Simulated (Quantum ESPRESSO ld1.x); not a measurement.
All-electron atom: the silicon ion Si7+ in [He] 2s2 2p3. Calculated with ld1.x of Quantum ESPRESSO 7.5: non-relativistic Kohn-Sham, LDA (Slater exchange, Perdew-Zunger correlation), spin-polarised, spherical densities, point nucleus; open shells are filled with parallel spins first.

Unscreened Slater integrals over Kohn-Sham orbitals (hartree). They are taken over the spin-up orbitals.

F0(2p,2p): 1.9724
F2(2p,2p): 0.93015
F0(2p,2s): 1.8350
G1(2p,2s): 1.0734
F0(2p,1s): 2.7123
G1(2p,1s): 0.42957
F0(2s,2s): 1.7450
F0(2s,1s): 2.4507
G0(2s,1s): 0.21923
F0(1s,1s): 8.4088

Derived for the open shells (J is the average intra-shell exchange parameter used in DFT+U). 2p: J = F2/5 = 0.1860 hartree.
